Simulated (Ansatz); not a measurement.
Job for Ansatz (a program for electronic structure): R-r2SCAN/def2-TZVPPD on CH7NS (a complex), monomers drawn apart or pushed together. Files ending in .json are basis or fitting sets from the Basis Set Exchange.

Ansatz 0.2 input:
```yaml
crystal:
  periodic: [false, false, false]
  atoms:
    - {symbol: S, position_ang: [0.29857264, 0.13114982, -0.13144644]}
    - {symbol: H, position_ang: [0.51332135, 0.25786417, 1.20852788]}
    - {symbol: H, position_ang: [0.57665370, -1.18196172, -0.12453179]}
    - {symbol: C, position_ang: [-0.78405847, -0.39421688, 4.46268785]}
    - {symbol: N, position_ang: [0.42158693, 0.35581335, 4.10328077]}
    - {symbol: H, position_ang: [-0.67248322, -1.42794091, 4.13377575]}
    - {symbol: H, position_ang: [-1.63664510, 0.02463451, 3.92756012]}
    - {symbol: H, position_ang: [-1.01540592, -0.39808417, 5.53433322]}
    - {symbol: H, position_ang: [1.24217503, -0.02912472, 4.55525924]}
    - {symbol: H, position_ang: [0.34804346, 1.32453894, 4.39024318]}
basis:
  gaussian:
    orbitals: def2-TZVPPD.json
hamiltonian:
  xc: {name: r2SCAN}
scf: {lower_state_search: off}
```

The head of its log:

```
WARN ansatz: RAYON_NUM_THREADS=2 ignored (pool sized by the plan → 2); use --threads N
Functional definition: r2SCAN
these checks for a lower state are left out or cut short: stability, starts, cluster_reference, orbital_swaps, neighbouring_geometries, increment
integrals: 0.14 GiB planned
1084 factors; their error is unknown
mean field: 1.09 GiB planned
mean field evaluation 1: about -13466.6536 eV, gradient 6.5e1 eV
mean field evaluation 2: about -13450.1323 eV, gradient 1.0e2 eV
```

Q: Predict the final total energy.

A: -495.2152 hartree.
